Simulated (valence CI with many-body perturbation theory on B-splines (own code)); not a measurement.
E1 transitions of Pm XII

Calculated by configuration interaction combined with many-body perturbation theory (CI+MBPT): four valence electrons over a frozen Dirac-Fock core [Kr] 4d10, a basis of 8 s, 8 p, 9 d, 9 f, 6 g, 3 h, 2 i functions for each j, with the one-electron correlation potential Σ1 (screened to all orders), the two-electron term Σ2, the three-electron term Σ3, Breit, model QED; selected single and double excitations, second order for the rest (own B-spline code, finite nucleus).

No measured levels were compared; by estimate terms of the open shell hold to a few per cent of their energy, and close levels can change places; configurations with another count of f electrons can be misplaced by thousands of cm⁻¹. Core correlation moves these levels by up to 53000 cm⁻¹, and in measured spectra 5 to 20 % of such shifts remained as error; rates that hang on mixing are uncertain with them. Among the levels kept, up to 340 cm⁻¹ of a level comes from second order outside the variational space, and about a tenth of that is noise between levels of different J, which matters for small intervals.

Lines 201 to 221 of 221 in falling wavelength, among levels below 20.500 eV, chosen from the strongest by gf and those to the six lowest levels. Wavelengths and rates use the calculated energies, so an error of 2000 cm⁻¹ moves a line at 64.41 nm by 1.3 % and its rate by three times that or more. Electric multipoles are in the length gauge, E1 and E2 with the static RPA response of the core. Weak lines are less certain than strong ones. Lines between different terms over intervals too small for the method are left out, as are lines whose strength nearly cancels. Where a level lies close to another of its J and parity, the split of strength between their lines is uncertain. The highest levels of a list are the least certain.

Names give the largest LS component (configuration and term), which can be under half, so a name can repeat, a term be missing and a line seem to break the LS rules; names also repeat where a configuration has a term twice.

| λ vac (nm) | Upper | Lower | A (s⁻¹) | S (a.u.) with core polarisation | S without |
| --- | --- | --- | --- | --- | --- |
| 64.41 | 4f3.5s 3P°_1 | 4f2.5s2 3F_2 | 2.31e+06 | 9.13e-04 | 1.15e-03 |
| 64.34 | 4f2.5s.5p 3H°_5 | 4f2.5s2 3H_6 | 2.91e+07 | 4.21e-02 | 5.46e-02 |
| 64.32 | 4f3.5s 3F°_4 | 4f2.5s2 3H_5 | 4.78e+05 | 5.65e-04 | 7.38e-04 |
| 64.27 | 4f3.5s 3G°_5 | 4f2.5s2 3H_4 | 2.42e+06 | 3.49e-03 | 4.56e-03 |
| 64.19 | 4f2.5s.5p 5H°_6 | 4f2.5s2 3H_5 | 9.92e+07 | 1.68e-01 | 2.18e-01 |
| 63.85 | 4f3.5s 3D°_2 | 4f2.5s2 3F_2 | 7.79e+05 | 5.00e-04 | 6.46e-04 |
| 63.68 | 4f3.5s 1K°_7 | 4f2.5s2 3H_6 | 3.40e+05 | 6.50e-04 | 8.31e-04 |
| 63.38 | 4f2.5s.5p 5H°_4 | 4f2.5s2 3H_5 | 1.46e+08 | 1.65e-01 | 2.14e-01 |
| 62.93 | 4f3.5s 1H°_5 | 4f2.5s2 3H_4 | 2.89e+06 | 3.91e-03 | 5.10e-03 |
| 62.87 | 4f3.5s 3F°_3 | 4f2.5s2 3H_4 | 3.18e+06 | 2.73e-03 | 3.54e-03 |
| 62.77 | 4f3.5s 3F°_4 | 4f2.5s2 3H_4 | 8.83e+05 | 9.71e-04 | 1.25e-03 |
| 62.77 | 4f2.5s.5p 3H°_5 | 4f2.5s2 3H_5 | 1.72e+08 | 2.30e-01 | 2.98e-01 |
| 62.73 | 4f2.5s.5p 5H°_3 | 4f2.5s2 3H_4 | 2.87e+08 | 2.45e-01 | 3.18e-01 |
| 62.58 | 4f2.5s.5p 5G°_4 | 4f2.5s2 3H_5 | 3.28e+05 | 3.57e-04 | 4.54e-04 |
| 62.25 | 4f3.5s 1G°_4 | 4f2.5s2 3H_5 | 4.79e+05 | 5.13e-04 | 6.58e-04 |
| 61.88 | 4f2.5s.5p 5H°_4 | 4f2.5s2 3H_4 | 2.62e+08 | 2.76e-01 | 3.57e-01 |
| 61.84 | 4f2.5s.5p 5G°_3 | 4f2.5s2 3H_4 | 3.16e+07 | 2.58e-02 | 3.35e-02 |
| 61.49 | 4f3.5s 3D°_3 | 4f2.5s2 3H_4 | 1.34e+06 | 1.08e-03 | 1.39e-03 |
| 61.29 | 4f2.5s.5p 3H°_5 | 4f2.5s2 3H_4 | 2.57e+08 | 3.21e-01 | 4.16e-01 |
| 61.11 | 4f2.5s.5p 5G°_4 | 4f2.5s2 3H_4 | 7.98e+06 | 8.09e-03 | 1.05e-02 |
| 60.80 | 4f3.5s 1G°_4 | 4f2.5s2 3H_4 | 2.69e+04 | 2.68e-05 | 3.47e-05 |
